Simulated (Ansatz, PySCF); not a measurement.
Spin gap between two states, R1 and P1; the higher of the two is an excited state, each structure at its B3LYP-D3(BJ)/def2-TZVP stationary point, reached from a drawn start (curvature not checked).
R1, SiH2 (SMILES [SiH2]) (charge 0, multiplicity 1):
```
atom    x (Å)    y (Å)   z (Å)
----  -------  -------  ------
Si     0.0000  -0.7086  0.0000
H      1.0912   0.3543  0.0000
H     -1.0912   0.3543  0.0000
```
P1, SiH2 (SMILES [SiH2]) (charge 0, multiplicity 3):
```xyz
3

Si     0.0000    -0.5064     0.0000
H      1.2757     0.2532     0.0000
H     -1.2757     0.2532     0.0000
```

P less R. No zero-point or thermal terms; singlets are restricted closed shells; open shells are unrestricted.

Correlated levels freeze the cores. CBS: X⁻³ extrapolation of the correlation energy, Hartree–Fock from the larger set.

The values were computed with Ansatz (a quantum-chemistry and plane-wave program) with Gaussian orbitals; PySCF for M06-2X and the D3/D4 terms. Each number belongs to the level named beside it.

Question: Estimate the spin gap that CCSD(T)/CBS(cc-pV(T+d)Z, cc-pV(Q+d)Z) returns for this input.

Answer: 86 kJ/mol

Question: Give the spin gap at the level BLYP-D4/def2-TZVPP.

Answer: 89 kJ/mol

Question: Estimate the spin gap that M06-2X/def2-TZVPP returns for this input.

Answer: 79 kJ/mol
